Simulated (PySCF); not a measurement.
Rigid-rotor lines calculated for a species of formula C5H6O2 (commonest isotopes; PBE0/pcSseg-1 in PySCF (dipole) on a GFN2-xTB geometry, gas phase), labelled J(Ka,Kc):

```csv
transition,MHz
"2(1,2) ← 1(1,1)",4586.2
"1(0,1) ← 0(0,0)",2337.4
"2(1,1) ← 1(1,0)",4763.2
"1(1,1) ← 0(0,0)",9210.4
"2(0,2) ← 1(0,1)",4673.9
```

Q: Find the rotational constants.

A: 1(0,1) ← 0(0,0) is B + C, 2(1,1) ← 1(1,0) is 3B + C and 2(1,2) ← 1(1,1) is B + 3C, so B − C is half the difference of the last two, 88.5 MHz. 1(1,1) ← 0(0,0) is A + C. A = 8086.0, B = 1212.9, C = 1124.4 MHz.

Q: What moments of inertia, asymmetry and inertial defect follow?

A: I = 505379 MHz·u·Å² over each constant: Ia = 62.50, Ib = 416.66, Ic = 449.45 u·Å²; κ = (2B − A − C)/(A − C) = -0.975 (near-prolate asymmetric top); Δ = Ic − Ia − Ib = -29.71 u·Å².

Q: Which dipole components do these lines need?

A: μa and μb (a-type: ΔKa even, ΔKc odd; b-type: both odd). The calculation gives |μa| = 0.18 D, |μb| = 1.71 D, |μc| = 0.14 D.

Q: Where do these fall, and of which type are they? 4(2,2) ← 3(1,2); 4(2,2) ← 3(2,1); 4(1,4) ← 4(0,4); 4(3,2) ← 3(2,2); 2(1,1) ← 2(0,2); 1(1,1) ← 1(0,1); 2(2,1) ← 1(1,0); 3(1,2) ← 3(0,3); 4(1,3) ← 4(0,4); 4(3,1) ← 3(2,2); 4(3,1) ← 3(2,1); 3(2,2) ← 3(1,3); 4(2,2) ← 3(1,3); 4(2,3) ← 3(2,2); 4(2,2) ← 4(1,3); 4(3,2) ← 4(2,3); 4(1,4) ← 3(1,3); 4(0,4) ← 3(0,3).

A: 
| transition | MHz | type | branch |
| --- | --- | --- | --- |
| 4(1,4) ← 4(0,4) | 6485 | c | Q |
| 1(1,1) ← 1(0,1) | 6873 | c | Q |
| 2(1,1) ← 2(0,2) | 7051 | b | Q |
| 3(1,2) ← 3(0,3) | 7187 | b | Q |
| 4(1,3) ← 4(0,4) | 7370 | b | Q |
| 4(1,4) ← 3(1,3) | 9171 | a | R |
| 4(0,4) ← 3(0,3) | 9341 | a | R |
| 4(2,3) ← 3(2,2) | 9349 | a | R |
| 4(2,2) ← 3(2,1) | 9357 | a | R |
| 4(2,2) ← 4(1,3) | 20324 | b | Q |
| 3(2,2) ← 3(1,3) | 21018 | b | Q |
| 2(2,1) ← 1(1,0) | 25382 | b | R |
| 4(2,2) ← 3(1,2) | 29849 | c | R |
| 4(2,2) ← 3(1,3) | 30380 | b | R |
| 4(3,2) ← 4(2,3) | 34589 | b | Q |
| 4(3,1) ← 3(2,1) | 43934 | c | R |
| 4(3,2) ← 3(2,2) | 43938 | c | R |
| 4(3,1) ← 3(2,2) | 43938 | b | R |

Q: Which structure gave them?

A: `C=C=CCC(=O)O`, point group C1. Three constants can't fix a structure by themselves; this is the one that was computed:
```
atom  x, y, z in Å
C1     2.877    0.567   -0.347
C2     1.724    0.012   -0.160
C3     0.568   -0.541    0.039
C4    -0.728    0.215    0.091
C5    -1.798   -0.446   -0.746
O6    -1.731   -1.523   -1.269
O7    -2.888    0.332   -0.832
H8     3.289    0.697   -1.335
H9     3.484    0.913    0.474
H10    0.485   -1.612    0.162
H11   -1.107    0.246    1.119
H12   -0.606    1.246   -0.245
H13   -3.574   -0.105   -1.362
```

The values belong to one conformer (point group C1) with, in the numbering `[CH2:1]=[C:2]=[CH:3][CH2:4][C:5](=[O:6])[OH:7]`, C2–C3–C4–C5 133°, C3–C4–C5–O6 9°, C4–C5–O7–H -179°. Whether it is a minimum is left open (no frequencies). Constants of a rigid frame at the computed geometry: no zero-point averaging, no centrifugal distortion.

The run took 25 s on Arm Neoverse N1, one thread, no GPU (shared host). This is the PBE0/pcSseg-1 job that gave the dipole, with the shieldings it also computed.
